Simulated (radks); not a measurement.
Coulomb parameter of the 5d shell of neutral rhenium in the model configuration [Xe] 4f14 5d3.5 6s2 6p1.5, as a second difference U = [E(n + 0.5) + E(n - 0.5) - 2 E(n)] / (0.5)^2 with all orbitals relaxed. "Bare": the charge of the atom changes with n. "Screened": the 6p shell takes up the change at fixed total charge, which measures U(5d,5d) + U(6p,6p) - 2 U(5d,6p). Method: scalar-relativistic Kohn-Sham, SCAN, spin-unpolarised, spherical densities, finite nucleus; meta-GGA in the generalised Kohn-Sham scheme; Fermi nuclear charge, rms radius 5.3698 fm; computed with a radial shooting solver on a logarithmic mesh with Libxc functionals.

| case | configuration | E - E(n) (eV) |
|---|---|---|
| start | [Xe] 4f14 5d3.5 6s2 6p1.5 | 0.000 |
| bare +0.5 | [Xe] 4f14 5d4 6s2 6p1.5 | -4.022 |
| bare -0.5 | [Xe] 4f14 5d3 6s2 6p1.5 | 6.260 |
| screened +0.5 | [Xe] 4f14 5d4 6s2 6p1 | -3.389 |
| screened -0.5 | [Xe] 4f14 5d3 6s2 6p2 | 3.944 |

U(bare) = 8.951 eV, U(screened by 6p) = 2.220 eV, against the Slater integral F0(5d,5d) = 13.904 eV with frozen orbitals. The step up makes a negative ion, whose loosely bound charge lowers the bare value.
